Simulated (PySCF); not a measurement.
SMILES C=[CH][GaH][CH2]C (C₄H₉Ga), CAM-B3LYP/def2-SVP optimised geometry.

```
14

Ga    -0.40    -0.63     0.00
H     -1.17    -1.99     0.00
C     -1.37     1.10     0.00
C     -2.89     1.00     0.01
H     -1.02     1.67    -0.88
H     -1.01     1.67     0.87
H     -3.26     0.46     0.90
H     -3.27     0.46    -0.87
H     -3.37     1.99     0.01
C      1.56    -0.63     0.00
C      2.27     0.51     0.00
H      2.12    -1.57     0.00
H      3.37     0.52     0.00
H      1.80     1.49     0.00
```

Density from CAM-B3LYP/def2-TZVP run with PySCF at that geometry.

Minimum of the electron density along straight lines between bonded atoms, close to the bond critical point (lines longer than 1.1 times the sum of covalent radii, or with two minima, are not listed):

```
bond     length / Å  ρ at the minimum / e bohr⁻³  ∇²ρ there / e bohr⁻⁵  position (fraction from the first atom)
-------  ----------  ---------------------------  --------------------  ---------------------------------------
Ga1–H2        1.573                        0.114                     …                                     0.60
Ga1–C3        1.977                        0.115                  0.18                                     0.48
C3–C4         1.529                        0.242                     …                                     0.50
C3–H5         1.105                        0.266                 -0.87                                     0.64
C3–H6         1.104                        0.266                 -0.87                                     0.64
C4–H7         1.101                        0.273                 -0.92                                     0.64
C4–H8         1.101                        0.273                 -0.92                                     0.64
C4–H9         1.102                        0.272                 -0.92                                     0.64
Ga1–C10       1.957                        0.117                  0.23                                     0.48
C10–C11       1.339                            …                 -1.07                                     0.49
C10–H12       1.098                        0.275                 -0.94                                     0.64
C11–H13       1.097                        0.278                 -0.97                                     0.65
C11–H14       1.096                        0.279                 -0.98                                     0.65
```

### Question
Complete the blanks.

### Answer

- Ga1–H2, ∇²ρ there / e bohr⁻⁵: 0.15
- C3–C4, ∇²ρ there / e bohr⁻⁵: -0.59
- C10–C11, ρ at the minimum / e bohr⁻³: 0.349
